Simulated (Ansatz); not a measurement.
Ansatz (a first-principles code) input:

Ansatz 0.2 input:
```yaml
crystal:
  periodic: [false, false, false]
  atoms:
    - {symbol: W, position_ang: [-1.10983353, -0.86805743, -0.94040562]}
    - {symbol: O, position_ang: [0.88824650, 0.75186137, 0.78566623]}
    - {symbol: C, position_ang: [0.16413269, 0.16473450, 0.15999914]}
basis:
  gaussian:
    orbitals: def2-TZVP
hamiltonian:
  xc: b3lyp
  dispersion: d3bj
magnetization: {spin_polarized: true, initial_magnetization: 4}
relax: {f_tol: 0.002, max_steps: 150}
```

Q: Predict the final energy.

A: -180.35991 Eh (B3LYP-D3(BJ)/def2-TZVP). The basis has 102 functions.

The spin state was set by rule; other spins were not relaxed.
